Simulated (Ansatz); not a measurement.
Program: Ansatz. Geometries: PBE0-D4/def2-TZVP. ΔE: electronic, gas phase. CCSD(T)/CBS adds triple-zeta CCSD(T) − MP2 to the extrapolated MP2 energy (def2 sets, frozen cores). Functionals use def2-TZVPP. B3LYP here is the variant with VWN-RPA as its local correlation; programs differ in this. For Se outer-core shells are correlated without core-valence functions, which leaves a few kJ/mol of doubt a bond. Scalar relativity is left out up to krypton. One conformer a species, not always the lowest.

Consider the ligand exchange at the Si–N bond: `O[SiH](F)NBS` + H₂Se → `O[SiH](F)[SeH]` + `NBS`.

**Question.** Is it downhill or uphill in electronic energy at CCSD(T)/CBS, and by how much? (Best estimate.)

**Answer.** The calculation gave: Nearly level: ΔE = +0.4 kcal/mol.

**Question.** What do these levels give: r2SCAN-D4, B97M-V, B3LYP-D4, r2SCAN0-D4, B2PLYP, r2SCAN, PBE0, CAM-B3LYP, MP2/def2-SVP, HF/def2-TZVPP, CCSD(T)/def2-TZVPP, HF/CBS(def2)? (Best estimate.)

**Answer.** Ansatz gave: r2SCAN-D4 -0.4, B97M-V 1.0, B3LYP-D4 0.6, r2SCAN0-D4 0.0, B2PLYP 0.5, r2SCAN -0.6, PBE0 -1.7, CAM-B3LYP 1.1, MP2/def2-SVP 2.2, HF/def2-TZVPP 2.6, CCSD(T)/def2-TZVPP 1.7, HF/CBS(def2) 2.9 kcal/mol.

Largest T1 diagnostic among the species: 0.012.

Leaving LDA and LC-ωPBE aside and taking each functional with its dispersion term where it has one, the values, not all of them listed here, spread over 3.7 kcal/mol, from PBE-D4 to CAM-B3LYP-D4. LDA lies +1.5 kcal/mol from PBE without D4. In def2-TZVPP, CCSD(T) changes the Hartree–Fock value by −0.9 kcal/mol (the triples alone add −0.3 kcal/mol) and MP2 by −1.9 kcal/mol. At CCSD(T), def2-SVP lies +2.6 kcal/mol from the extrapolated value and def2-TZVPP +1.3 kcal/mol.
